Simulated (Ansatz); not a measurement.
A short molecular-dynamics run on the cluster ZrO2⁻.

```yaml
crystal:
  periodic: [false, false, false]
  atoms:
    - {symbol: Zr, position_ang: [0.026918, 0.569810, 0.421284]}
    - {symbol: O, position_ang: [1.254478, -0.770160, 0.364678]}
    - {symbol: O, position_ang: [-1.281396, 0.200350, -0.785962]}
basis:
  gaussian: {orbitals: def2-SVP}
total_charge: -1
magnetization: {spin_polarized: false, initial_magnetization: 1}
hamiltonian: {xc: {name: PBE}, dispersion: d4}
md: {timestep: 2 fs, n_steps: 15, ensemble: nve, temperature: 300, initial_velocities: maxwell_boltzmann, seed: 589}
scf: {omitted_lower_state_checks: [starts]}
```

```sh
$ ansatz run in.yaml --threads 4 --pin off --events-out ev --progress --plain --max-ram 3916MiB
```

| step | time (fs) | potential energy (eV) | kinetic (eV) | T (K) | conserved (eV) |
| --- | --- | --- | --- | --- | --- |
| 0 | 0.0 | -5370.3086 | 0.0388 | 300 | -5370.2698 |
| 1 | 2.0 | -5370.3023 | 0.0327 | 253 | -5370.2696 |
| 2 | 4.0 | -5370.2915 | 0.0222 | 171 | -5370.2694 |
| 3 | 6.0 | -5370.2804 | 0.0113 | 88 | -5370.2691 |
| 4 | 8.0 | -5370.2728 | 0.0039 | 30 | -5370.2690 |
| 5 | 10.0 | -5370.2712 | 0.0022 | 17 | -5370.2689 |
| 6 | 12.0 | -5370.2758 | 0.0068 | 53 | -5370.2690 |
| 7 | 14.0 | -5370.2852 | 0.0160 | 124 | -5370.2692 |
| 8 | 16.0 | -5370.2962 | 0.0267 | 206 | -5370.2695 |
| 9 | 18.0 | -5370.3047 | 0.0350 | 271 | -5370.2697 |
| 10 | 20.0 | -5370.3075 | 0.0377 | 292 | -5370.2698 |
| 11 | 22.0 | -5370.3033 | 0.0335 | 259 | -5370.2697 |
| 12 | 24.0 | -5370.2933 | 0.0238 | 184 | -5370.2695 |
| 13 | 26.0 | -5370.2816 | 0.0125 | 97 | -5370.2692 |
| 14 | 28.0 | -5370.2735 | 0.0045 | 35 | -5370.2689 |
| 15 | 30.0 | -5370.2725 | 0.0036 | 28 | -5370.2689 |

Velocities are drawn at the set temperature; a run this short doesn't reach equilibrium.

In the def2 sets Zr takes a core potential; there is no spin–orbit coupling. The highest occupied level of an anion often lies above zero with these methods, and sets without diffuse functions describe the outer electron poorly.

With spin_polarized false and unpaired electrons the run is restricted open-shell.

Frames (Å, forces in eV/Å):

```xyz
3
time=0.0 fs
Zr    0.027    0.570    0.421   -0.008   -0.168   -0.124
O     1.254   -0.770    0.365   -0.143    0.140   -0.004
O    -1.281    0.200   -0.786    0.151    0.028    0.129
3
time=2.0 fs
Zr    0.028    0.571    0.423   -0.309   -0.347   -0.468
O     1.254   -0.771    0.363   -0.174    0.201    0.016
O    -1.289    0.196   -0.794    0.482    0.147    0.452
3
time=4.0 fs
Zr    0.030    0.571    0.424   -0.564   -0.481   -0.747
O     1.253   -0.772    0.362   -0.186    0.237    0.032
O    -1.296    0.193   -0.802    0.750    0.244    0.715
3
time=6.0 fs
Zr    0.031    0.572    0.426   -0.764   -0.559   -0.947
O     1.251   -0.772    0.361   -0.176    0.244    0.044
O    -1.300    0.190   -0.807    0.940    0.315    0.902
3
time=8.0 fs
Zr    0.032    0.572    0.426   -0.901   -0.577   -1.059
O     1.249   -0.772    0.360   -0.144    0.220    0.051
O    -1.303    0.188   -0.810    1.046    0.357    1.008
3
time=10.0 fs
Zr    0.032    0.572    0.427   -0.974   -0.536   -1.083
O     1.247   -0.771    0.359   -0.091    0.167    0.052
O    -1.303    0.186   -0.811    1.065    0.369    1.031
3
time=12.0 fs
Zr    0.032    0.572    0.427   -0.977   -0.440   -1.017
O     1.245   -0.770    0.358   -0.022    0.090    0.048
O    -1.300    0.186   -0.810    0.999    0.350    0.970
3
time=14.0 fs
Zr    0.031    0.572    0.426   -0.906   -0.299   -0.866
O     1.242   -0.768    0.357    0.058   -0.003    0.039
O    -1.295    0.186   -0.806    0.848    0.302    0.827
3
time=16.0 fs
Zr    0.031    0.571    0.425   -0.757   -0.123   -0.635
O     1.240   -0.766    0.357    0.139   -0.103    0.028
O    -1.288    0.187   -0.800    0.618    0.227    0.607
3
time=18.0 fs
Zr    0.029    0.571    0.424   -0.531    0.070   -0.334
O     1.238   -0.765    0.356    0.212   -0.198    0.014
O    -1.279    0.189   -0.792    0.318    0.127    0.320
3
time=20.0 fs
Zr    0.028    0.570    0.423   -0.235    0.263    0.015
O     1.236   -0.764    0.356    0.268   -0.274    0.001
O    -1.270    0.191   -0.784   -0.033    0.011   -0.016
3
time=22.0 fs
Zr    0.027    0.570    0.421    0.107    0.433    0.383
O     1.235   -0.764    0.355    0.299   -0.322   -0.011
O    -1.260    0.193   -0.776   -0.405   -0.111   -0.372
3
time=24.0 fs
Zr    0.025    0.570    0.420    0.460    0.558    0.726
O     1.235   -0.765    0.355    0.298   -0.332   -0.019
O    -1.252    0.194   -0.769   -0.757   -0.226   -0.707
3
time=26.0 fs
Zr    0.024    0.570    0.419    0.776    0.618    0.997
O     1.236   -0.766    0.354    0.264   -0.301   -0.021
O    -1.246    0.196   -0.763   -1.040   -0.317   -0.976
3
time=28.0 fs
Zr    0.023    0.570    0.419    1.009    0.598    1.152
O     1.237   -0.768    0.353    0.200   -0.230   -0.018
O    -1.242    0.196   -0.760   -1.209   -0.368   -1.134
3
time=30.0 fs
Zr    0.023    0.571    0.419    1.122    0.495    1.161
O     1.239   -0.771    0.353    0.112   -0.126   -0.008
O    -1.241    0.195   -0.760   -1.234   -0.369   -1.154
```

Run time 20 s (4 threads of Arm Neoverse N1 on a shared host).
